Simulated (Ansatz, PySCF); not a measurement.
Precursor series Zr F-H. All species are isolated molecules in the gas phase.

Quantity: redistribution energy (mixed species minus the weighted end members), in kcal/mol.

Level 1: frozen-core CCSD(T)/def2-TZVPP // BP86-D3(BJ)/def2-SVP (Ansatz, a program for electronic structure)
Level 2: PBE-D3(BJ)/def2-TZVP // BP86-D3(BJ)/def2-SVP (PySCF)
Level 3: frozen-core MP2/def2-TZVPP // BP86-D3(BJ)/def2-SVP (Ansatz)
Level 4: HF/def2-TZVPP // BP86-D3(BJ)/def2-SVP (Ansatz)

```
species                               level 1  level 2  level 3  level 4
------------------------------------  -------  -------  -------  -------
1 of 4 F replaced by H: [Zr(F)3(H)]     -4.29    -4.42    -4.15    -3.39
2 of 4 F replaced by H: [Zr(F)2(H)2]    -5.34      ___      ___    -4.31
3 of 4 F replaced by H: [Zr(F)(H)3]     -3.84    -3.97    -3.80      ___
```

Problem. Fill in the missing entries.

Solution. 
- 2 of 4 F replaced by H: [Zr(F)2(H)2], level 2: -5.44
- 2 of 4 F replaced by H: [Zr(F)2(H)2], level 3: -5.22
- 3 of 4 F replaced by H: [Zr(F)(H)3], level 4: -2.98
